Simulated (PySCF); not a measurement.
C₄H₄BrCl, SMILES ClCC=C=CBr.

Geometry optimised at PBE0-D3(BJ)/def2-SVP. The structure was generated by enumeration; whether it is a known compound was not checked. Other conformers were not sampled.

The numbers are results of PBE0-D3(BJ)/def2-SVP (PySCF), not measurements.

Frequencies are harmonic and unscaled.

### Question
Estimate the vibrational spectrum. (An estimate is asked for; the answer gives what the named calculation found.)

### Answer

```csv
mode,ν (cm⁻¹),IR (km/mol),moving atoms (share of kinetic energy)
1,50,1.9,"C 47 %, Cl 35 %, H 12 %"
2,75,0.8,"C 55 %, Br 22 %, Cl 17 %"
3,136,0.5,"C 42 %, Cl 30 %, Br 23 %"
4,238,4.2,"C 63 %, H 30 %"
5,375,12.5,"C 61 %, H 21 %, Cl 17 %"
6,447,5.4,"C 79 %, Br 14 %"
7,526,7.8,"C 74 %, H 18 %"
8,696,49.1,"C 76 %, H 18 %"
9,718,36.2,"C 53 %, H 37 %, Cl 9 %"
10,774,44.3,"C 56 %, H 33 %, Cl 11 %"
11,871,11.3,"H 74 %, C 25 %"
12,915,14.5,"H 59 %, C 41 %"
13,1045,0.4,"C 64 %, H 35 %"
14,1134,1.9,"H 81 %, C 18 %"
15,1174,1.3,"H 78 %, C 22 %"
16,1216,68.6,"H 81 %, C 19 %"
17,1267,17.1,"H 80 %, C 20 %"
18,1428,17.1,"C 54 %, H 46 %"
19,1459,13.8,"H 71 %, C 29 %"
20,2093,4.1,C 98 %
21,3105,6.5,H 95 %
22,3165,0.0,"H 92 %, C 8 %"
23,3189,0.6,"H 90 %, C 10 %"
24,3224,7.9,"H 91 %, C 9 %"
```
